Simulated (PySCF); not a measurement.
Molecule: `CC(C)(C)S(=O)(=O)Cl`, C$_{4}$H$_{9}$ClO$_{2}$S.

Bonds (- single, = double, # triple, : aromatic): C1-C2, C2-C3, C2-C4, C2-S5, S5=O6, S5=O7, S5-Cl8. C1 carries H9, H10, H11; C3 carries H12, H13, H14; C4 carries H15, H16, H17.

Geometry PBE0-D3(BJ)/def2-SVP throughout; GIAO in PySCF 2.14, gas phase, one conformer, non-relativistic; equivalent atoms averaged; basis pcSseg-1.

Problem. How do the absolute shieldings σ depend on the functional? (ppm; last column core-seconds on 1 thread of an Intel Xeon Platinum 8259CL, shared host)

Solution. 
```
functional                    kind     C2  C1/C3/C4     S5  O6/O7    Cl8  H9/H10/H11/H12/H13/H14/H15/H16/H17  core-s
       LDA                     LDA   90.9     153.4   51.8   -8.5  305.9                               29.30      57
      BLYP                     GGA   88.0     148.2   59.0   -5.1  309.1                               29.84      71
      OPBE                     GGA  106.8     160.3  129.4   15.5  376.0                               29.75      75
     B97-D                     GGA   95.2     152.9   84.3    6.5  333.2                               29.87      79
 CAM-B3LYP  range-separated hybrid  100.1     157.2   61.1   22.8  356.8                               29.85      61
   LC-wPBE  range-separated hybrid  111.0     164.5   89.5   41.7  393.1                               29.90      80
```

Problem. Which nucleus moves most, in ppm?

Solution. Cl8 (chlorine bonded to S): from 305.9 ppm with LDA to 393.1 ppm with LC-wPBE. The smallest spread is 0.59 ppm, at H9/H10/H11/H12/H13/H14/H15/H16/H17. Proton shifts span only some 12 ppm, so a few tenths of a ppm matter as much there as several ppm in carbon.
